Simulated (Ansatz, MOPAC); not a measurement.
Spectroscopic constants of CsRe, multiplicity 7 (lowest of 2S+1 = 1, 3, 5, 7 at CCSD(T)/def2-TZVPP on PBE0 minima; our sources give no spin for the ground state, which may be another). No spin–orbit coupling.

The constants come from a fifth-degree fit in 1/R (seven points, main isotopes). Runs in def2 and cc sets follow the lowest solution found near the PBE0 minimum.

Run with Ansatz (Gaussian orbitals); MOPAC for PM7 (differences of heats of formation). Values without a source in brackets are computed. In def2 rows elements past Kr take small-core potentials, without spin–orbit coupling.

```
level                 r_e (Å)  ω_e (cm⁻¹)  B_e (cm⁻¹)  ω_e x_e (cm⁻¹)  dipole (D)
--------------------  -------  ----------  ----------  --------------  ----------
PM7                     4.241          45      0.0121            0.96           -
PBE/def2-TZVPP          4.189          37      0.0124            0.19        2.38
r2SCAN/def2-TZVPP       4.259          37      0.0120            0.20        2.78
B97M-V/def2-TZVPP       4.328          38      0.0116            0.17        2.22
B3LYP/def2-TZVPP        4.393          29      0.0112            0.22        1.76
PBE0/def2-TZVPP         4.219          37      0.0122            0.21        2.48
CAM-B3LYP/def2-TZVPP    4.393          28      0.0112            0.26        1.59
wB97X-V/def2-TZVPP      4.291          32      0.0118            0.27        1.73
wB97M-V/def2-TZVPP      4.213          36      0.0122            0.24        2.64
B2PLYP/def2-TZVPP       4.350          30      0.0115            0.24           -
CCSD/def2-TZVPP         4.360          31      0.0114            0.25           -
CCSD(T)/def2-TZVPP      4.288          33      0.0118            0.24           -
```

Correlated levels freeze the inner cores; with def2 sets outer-core shells near the valence are correlated too. The state that PM7 reach isn't checked; PM7 holds dispersion and hydrogen-bond terms.

Ansatz is an electronic-structure program.
